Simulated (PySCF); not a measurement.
H5Cl3N2Si2, SMILES N[SiH2]N[Si](Cl)(Cl)Cl (B3LYP/def2-SVP optimised geometry):

```
12

Si    -0.700     0.526     0.000
Cl     1.368     0.526     0.000
Cl    -1.285    -0.377    -1.763
Cl    -1.368     2.480     0.000
N     -1.337    -0.248     1.382
Si    -1.100    -1.884     1.989
N     -0.610    -1.816     3.640
H     -1.935     0.352     1.950
H     -2.362    -2.675     1.992
H     -0.136    -2.480     1.019
H      0.273    -1.406     3.927
H     -0.930    -2.518     4.300
```

Computed with B3LYP/def2-TZVP (PySCF).

What are the frontier orbital energies and the dipole moment?

HOMO-2 -8.76 eV, HOMO-1 -8.06 eV, HOMO -7.54 eV, LUMO -0.37 eV, LUMO+1 0.18 eV; dipole moment 3.19 D.

On the same geometry PBE/def2-TZVP (PySCF) gives HOMO-2 -7.63 eV, HOMO-1 -6.90 eV, HOMO -6.37 eV, LUMO -1.11 eV, LUMO+1 -0.42 eV; dipole moment 3.20 D.

Meta-Löwdin charges at B3LYP/def2-TZVP: Si1 1.07, Cl2 -0.29, Cl3 -0.28, Cl4 -0.28, N5 -0.82, Si6 0.87, N7 -0.74, H8 0.26, H9 -0.13, H10 -0.14, H11 0.24, H12 0.24.
